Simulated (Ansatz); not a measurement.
Gas-phase reaction R1 → P1 + P2, each structure at its B3LYP-D3(BJ)/def2-TZVP stationary point, reached from a drawn start (curvature not checked).
R1, F2OZr (SMILES [O]=[Zr]([F])[F]) (charge 0, multiplicity 1, Z-matrix in Å and degrees):
```
Zr
O 1 1.7491
F 1 1.9461 2 112.03
F 1 1.9461 2 112.03 3 -138.73
```
P1, FOZr (SMILES [O]=[Zr][F]) (charge 0, multiplicity 2):
```xyz
3

Zr     0.059     0.006    -0.713
O      1.456    -0.006     0.324
F     -1.514     0.001     0.389
```
P2: F atom, charge 0, multiplicity 2.

P less R. No zero-point or thermal terms; singlets are restricted closed shells; open shells are unrestricted; no spin–orbit coupling. The spin states of the d-block species are the ones drawn and need not be the lowest.

Correlated levels freeze the cores.

The values were computed with Ansatz (a quantum-chemistry and plane-wave program). Each number belongs to the level named beside it. Elements past Kr take the def2 small-core potentials, without spin–orbit coupling.

**Question.** Predict the reaction energy from CCSD(T)/def2-QZVPP.

**Answer.** 153.1 kcal/mol

**Question.** What is the computed reaction energy (B2PLYP/def2-TZVPP)?

**Answer.** 150.1 kcal/mol

**Question.** What reaction energy does SCS-MP2/def2-SVP give?

**Answer.** 151.8 kcal/mol
